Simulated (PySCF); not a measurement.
# Electronic absorption of SiEt2(SiH3)2

Species: SiEt2(SiH3)2, C4H16Si3.
Bonds: Si1–C2, Si1–C9, Si1–Si16, Si1–Si20, C2–C3, C9–C10. Hydrogens: H4, H5 on C2; H6, H7, H8 on C3; H11, H12 on C9; H13, H14, H15 on C10; H17, H18, H19 on Si16; H21, H22, H23 on Si20.

Method used: TDDFT B3LYP/def2-SVPD, vertical, gas phase, core orbitals frozen in the response (PySCF 2.14.0, density-fitted response routines). One conformer (not necessarily the lowest) at the PBE0-D3(BJ)/def2-SVP geometry, without solvent, vibrations or thermal averaging.

Q: List the vertical singlet excitations with oscillator strengths and describe the spectrum.

A: 

```
state  E (eV)  E (hartree)       f  |μ| (D)  main configurations (H = HOMO, L = LUMO)
   S1    6.23       0.2288   0.056     1.54                    H→L (79%), H→L+1 (18%)
   S2    6.39       0.2350   0.082     1.84                    H→L+1 (75%), H→L (16%)
   S3    6.62       0.2433   0.015     0.77                  H-1→L (69%), H→L+2 (27%)
   S4    6.63       0.2438   0.044     1.32                  H→L+2 (67%), H-1→L (27%)
   S5    6.82       0.2508  0.0013     0.22                H-2→L (80%), H-1→L+1 (15%)
   S6    6.86       0.2520   0.035     1.16                H→L+3 (64%), H-1→L+1 (26%)
   S7    6.93       0.2546   0.038     1.20   H-1→L+1 (48%), H→L+3 (26%), H-2→L (14%)
   S8    7.05       0.2592   0.049     1.35                             H-1→L+2 (76%)
   S9    7.13       0.2622   0.138     2.26                               H→L+4 (84%)
  S10    7.20       0.2645   0.081     1.73                H-2→L+1 (47%), H→L+5 (30%)
```

Triplets, Tamm–Dancoff:

| state | E (eV) | λ (nm) | main configurations (H = HOMO, L = LUMO) |
| --- | --- | --- | --- |
| T1 | 5.50 | 225.5 | H→L (92%) |
| T2 | 5.83 | 212.7 | H→L+1 (85%) |
| T3 | 6.12 | 202.6 | H-1→L (88%) |
| T4 | 6.22 | 199.3 | H-1→L+1 (55%), H→L+3 (13%) |

The lowest singlet lies at 6.23 eV (199 nm, vacuum ultraviolet) and is of moderate strength; its leading configuration is HOMO→LUMO (79%). The strongest level in the table is S9 at 7.13 eV (174 nm, f = 0.138). Löwdin shares by element: HOMO silicon 69%, hydrogen 5% or more (atoms not listed hold the other 26%); LUMO silicon 57%, hydrogen 8% or more (atoms not listed hold the other 35%). Weighted by f, the mean energy of these states is 6.84 eV. The listed states span 0.97 eV, and the widest gap between neighbours is 0.23 eV (S2 to S3). The oscillator strengths of these states sum to 0.539; summed over the whole spectrum of an exact calculation they would give the number of electrons, 82 (Thomas–Reiche–Kuhn). No computed singlet lies in the visible range (380 to 750 nm); the lowest, at 199 nm, stands 2.96 eV above its violet end (3.26 eV). Singlets were solved by full linear response, triplets in the Tamm–Dancoff approximation.
